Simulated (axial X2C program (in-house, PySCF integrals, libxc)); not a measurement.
# LiFe⁺: from the spin-free to the two-component result

All values were computed with an axial X2C code built on PySCF integrals. Spin-free means the one-electron spin-free X2C Hamiltonian; two-component (2c) means X2C with spin–orbit coupling and atomic mean-field two-electron Coulomb and Gaunt terms, so the difference of the two also holds small scalar two-electron terms. Basis: Fe dyall-cv3z [9s10p6d3f2g], Li dyall-cv3z [7s8p2d] (cores contracted in-house); Gaussian nuclei, density fitting, unrestricted open shells. Masses: Fe 55.935 u, Li 7.016 u.

Spin-free state: M_S = 2, Λ = 0 (beyond evenly filled blocks: π+α, π-α, δ+α, δ-α); fragments Fe + Li+.

| level | Re (Å) | ωe (cm⁻¹) | De (eV) | μ (D) |
| --- | --- | --- | --- | --- |
| PBE0 | 2.799 | 261.0 | 0.880 | 7.08 |
| HF | 2.984 | 220.1 | 0.858 | 7.30 |
| CCSD | 2.817 | 262.1 | 0.754 | n/a |
| CCSD(T) | 2.811 | 263.7 | 0.747 | n/a |
| M06 | 2.882 | 226.3 | 0.413 | 8.36 |

Correlated methods: 8 electrons correlated (number of frozen shells: Fe 3 s, 2 p; Li 1 s), 226 virtual spin orbitals or spinors in MP2, 89 natural virtuals in coupled cluster.

Dipoles are positive if Li is the positive end and refer to the centre of mass.

Two-component determinant lowest at the distance of the search:

Ω = 2 (⟨Sz⟩ = 2.00, ⟨Lz⟩ = 0.00 at HF); fragments Fe + Li+.

| level | Re (Å) | ωe (cm⁻¹) | μ (D) |
| --- | --- | --- | --- |
| PBE0 | 2.799 | 260.9 | 7.08 |
| HF | 2.985 | 220.0 | 7.30 |
| CCSD | 2.818 | 262.0 | n/a |
| CCSD(T) | 2.812 | 263.6 | n/a |
| M06 | 2.882 | 226.2 | 8.36 |

Question: From the two tables, how do the constants change at the CCSD(T) level (2c against spin-free)?

Answer: At the CCSD(T) level Re is unchanged within 0.001 Å and ωe is unchanged to within 0.2 cm⁻¹.

Occupations by symmetry block were frozen at the best pattern of an incomplete PBE0 search. Dissociation energies refer to the lowest single-determinant-based atoms at the same level and basis. De is not given where an atomic determinant may have missed its ground term or J level, or where the truncated virtual space spoils (T). Density functionals use the spin component along the axis (collinear). CCSD and (T) use frozen natural virtuals with an MP2 correction for the truncation; (T) itself is uncorrected, so its De runs slightly low. PBE0 can misorder states that lie within some tenths of an eV, so this need not be the ground state of the molecule. The nearest other spin-free determinant of the search, M_S = 2, Λ = 1, lies 0.03 eV up at the distance of the search. The functionals have no current-density term, which raises determinants with orbital currents, atoms included. With several unpaired electrons one determinant need not be a pure state. Open-shell Ω = 0 determinants with evenly filled partner blocks cannot be reached by this program, so the Ω shown need not be the lowest component. The determinant is spin-polarised beyond a pure state at some levels (its spin-free form has ⟨S²⟩ too high), which makes Re and μ there less reliable. The T1 diagnostic is large, a sign of multireference character.
